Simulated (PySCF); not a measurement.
**Electron correlation in Kr⁺ (krypton, charge +1)**

[Ar] 3d10 4s2 4p4 4d1, one real determinant (an excited configuration). Computed with PySCF 2.14 in aug-cc-pVQZ-DK, with scalar relativity by spin-free X2C-1e. Frozen: [Ar] 3d10; 7 electrons correlated.

| level | correlation energy (mhartree) |
| --- | --- |
| CCSD | -152.31 |
| (T) | -5.98 |
| CCSD(T) | -158.29 |

Diagnostics: T1 = 0.0077, D1 = 0.0217, largest double amplitude 0.098.

Question: Is a single reference adequate?

Answer: Mostly. T1 lies below 0.03, but a double amplitude of this size points to a near-degeneracy that CCSD handles and MP2 describes poorly.

The reference is one real determinant that mixes LS terms of this configuration.
